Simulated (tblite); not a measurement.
C5H10F3OP.
Cartesian coordinates in Å at the GFN2-xTB level; atoms count from 1:
```
atom  x, y, z in Å
C1     2.4820   -0.4476    0.5582
C2     0.9947   -0.7690    0.5525
P3     0.1997    0.1703   -0.8144
C4     0.1141    1.9303   -0.3230
O5     0.8233   -0.0356   -2.1241
C6    -1.5744   -0.4064   -0.8807
C7    -2.2271   -0.6442    0.4501
F8    -2.0340    0.3657    1.3146
F9    -3.5578   -0.7943    0.3450
F10   -1.7733   -1.7496    1.0588
H11    2.8862   -0.5774   -0.4443
H12    2.6562    0.5808    0.8681
H13    3.0148   -1.1067    1.2400
H14    0.5338   -0.5370    1.5117
H15    0.8397   -1.8295    0.3358
H16   -0.4236    2.4645   -1.1045
H17    1.1358    2.3046   -0.2984
H18   -0.3627    2.0846    0.6383
H19   -1.5863   -1.3360   -1.4540
H20   -2.1462    0.3432   -1.4329
```

All values are computed: GFN2-xTB (tblite) harmonic vibrations without scaling, gas phase. Errors from tens to a few hundred cm⁻¹ against measured bands are possible. One conformer, not necessarily the lowest.

Harmonic wavenumbers (cm⁻¹): 38.7, 72.0, 86.3, 114.5, 148.6, 164.2, 194.6, 205.0, 248.2, 260.8, 285.9, 333.2, 344.0, 402.9, 473.6, 483.2, 584.4, 643.1, 726.7, 729.2, 753.6, 809.7, 836.1, 857.9, 860.5, 971.3, 987.8, 1010.0, 1034.7, 1073.3, 1148.6, 1173.1, 1219.9, 1229.9, 1258.0, 1276.9, 1316.6, 1400.8, 1404.9, 1415.6, 1430.7, 1435.3, 1490.0, 1492.9, 2950.8, 2970.6, 2980.4, 2993.9, 3007.8, 3013.9, 3028.3, 3031.0, 3036.1, 3059.1.

A = 1795, B = 741.9, C = 680.8 MHz; mass 174.042 u (most abundant isotopes); point group C1, symmetry number 1.

Problem. Zero-point energy?

Solution. Half the sum of the wavenumbers: 32250 cm⁻¹ = 92.21 kcal/mol.

Problem. Entropy at 298.15 K, 1 bar (ideal gas, RRHO, classical rotation)?

Solution. Translation 41.40, rotation 30.25, vibration 38.71: S = 110.4 cal/(mol K).

Problem. And Cp and H(298.15 K) − H(0)?

Solution. Cp = 46.14 cal/(mol K), of which vibrations give 38.20 (their classical limit is 54 R = 107.3); H(298.15 K) − H(0) = 8.42 kcal/mol without the zero-point energy, 6.05 from vibrations.

Problem. Which modes carry the vibrational entropy at 298.15 K?

Solution. 38.7 cm⁻¹: 5.32; 72.0 cm⁻¹: 4.10; 86.3 cm⁻¹: 3.74; 114.5 cm⁻¹: 3.19; 148.6 cm⁻¹: 2.69; 164.2 cm⁻¹: 2.50 cal/(mol K); the other 48 give 17.16 together.

Problem. Blend soft modes into free rotors: weight 1/[1 + (100 cm⁻¹/ν̃)⁴] for the oscillator and the rest for a rotor with moment μB/(μ + B), μ = h/(8π²ν), B = 10⁻⁴⁴ kg m². What vibrational entropy results?

Solution. 35.82 cal/(mol K) in place of 38.71, which changes −T·S at 298.15 K by +0.86 kcal/mol.

Problem. What must be added to the electronic energy to get the Gibbs energy at 298.15 K and 1 bar?

Solution. ZPE + [H(298.15 K) − H(0)] − T·S = 92.21 + 8.42 − 32.90 = 67.73 kcal/mol.

Problem. How do the functions run with temperature in this model?

Solution. 
```csv
T (K),S (cal/(mol K)),Cp (cal/(mol K)),H − H(0) (kcal/mol),G − H(0) (kcal/mol),ln q(vib)
100,74.4,23.0,1.48,-5.95,2.27
200,94.2,35.2,4.42,-14.43,5.85
300,110.6,46.3,8.50,-24.69,9.34
500,139.0,65.0,19.75,-49.73,15.93
800,173.7,82.2,42.09,-96.83,24.91
1000,192.8,89.6,59.31,-133.52,30.30
```

q(vib) and H(0) count from the zero-point level.

Hindered rotation and anharmonicity are outside this model. Other conformers, if any are populated, would add a mixing term that is left out. The structure is chiral; the term R ln 2 for an equal mix with its mirror image is left out.
